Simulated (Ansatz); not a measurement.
Isolated molecules relaxed with PBE0-D4/def2-TZVP in Ansatz; ΔE leaves out vibrations. CCSD(T)/CBS is the MP2 limit (def2-TZVPP, def2-QZVPP) plus CCSD(T) − MP2 in def2-TZVPP, frozen cores. Functionals use def2-TZVPP. B3LYP here is the variant with VWN-RPA as its local correlation; programs differ in this. One conformer a species, not always the lowest.

`CC([SiH3])S` + `CCCOCF` → `C[SiH2]C(C)S` + `CCOCF`  (formal exchange of groups at the Si–H bond)

**Question.** Is it downhill or uphill in electronic energy at CCSD(T)/CBS, and by how much? (Estimate.)

**Answer.** The calculation gave: Downhill: ΔE = -43.2 kJ/mol.

**Question.** What do these levels give: B3LYP-D4, ωB97M-V, B3LYP, SCS-MP2/def2-TZVPP, SCS-MP2/def2-QZVPP, MP2/CBS(def2)? (Best estimate.)

**Answer.** Ansatz gave: B3LYP-D4 -44.4, ωB97M-V -44.9, B3LYP -40.7, SCS-MP2/def2-TZVPP -40.8, SCS-MP2/def2-QZVPP -41.8, MP2/CBS(def2) -46.0 kJ/mol.

Largest T1 diagnostic among the species: 0.011.

In def2-TZVPP, CCSD(T) changes the Hartree–Fock value by −5.7 kJ/mol (the triples alone add −0.8 kJ/mol) and MP2 by −8.5 kJ/mol. The D4 term adds −3.7 kJ/mol with B3LYP and −2.2 kJ/mol with PBE0; it sums over pairs of atoms, weighted by their polarisabilities, and B3LYP, whose exchange is more repulsive, gets the larger term.
